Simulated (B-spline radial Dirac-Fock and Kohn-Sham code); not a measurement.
# Hg⁺ in Watson spheres of different radius

Model: relaxed Dirac-Fock hole states (ΔSCF) with Breit and QED corrections and a finite nucleus. Program: a radial finite-basis atomic code. The ion, [Xe] 4f14 5d10 6s1, sits in a hollow sphere of charge Q = -1, a simple model of the Madelung potential. Inside the sphere an electron's potential energy is raised by the constant 14.40·|Q|/R eV, so binding energies fall by about that much as long as the orbitals stay inside.

```csv
radius (Å),14.40 |Q|/R (eV),1s (eV),2s (eV),2p1/2 (eV),2p3/2 (eV),3s (eV),3p1/2 (eV),3p3/2 (eV),3d3/2 (eV),3d5/2 (eV),4s (eV),4p1/2 (eV),4p3/2 (eV),4d3/2 (eV),4d5/2 (eV),4f5/2 (eV),4f7/2 (eV),5p1/2 (eV),5p3/2 (eV),5d3/2 (eV),5d5/2 (eV),6s (eV)
1.8,8.00,83106.5,14858.7,14218.0,12292.4,3578.7,3293.2,2862.0,2395.6,2304.9,817.9,695.2,590.5,390.2,370.7,110.7,106.7,93.24,75.17,16.72,14.89,9.39
2,7.20,83107.2,14859.4,14218.7,12293.1,3579.4,3293.9,2862.7,2396.3,2305.6,818.6,695.9,591.2,390.9,371.4,111.4,107.4,93.94,75.87,17.42,15.60,10.03
```

From the smallest to the largest radius 1s moves by +0.7 eV, while the constant potential alone would give +0.8 eV; the difference comes from charge outside the sphere and its screening.

Values without a named source are computed, but for edge energies of neutral atoms, which are taken from tables.
